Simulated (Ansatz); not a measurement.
Name a neutral molecule of C, F, Sn and H with HOMO energy (PBE0/def2-TZVPP) between -7.30 and -7.00 eV and HOMO–LUMO gap (ωB97M-V/def2-TZVPP) between 9.65 and 9.95 eV (Ansatz, PBE0-D4/def2-TZVP geometry).

`F[C]1=[CH][SnH2]1` (-7.20 eV, 9.89 eV). Other molecules can fit too; these were computed, each in one conformer that needn't be the lowest.
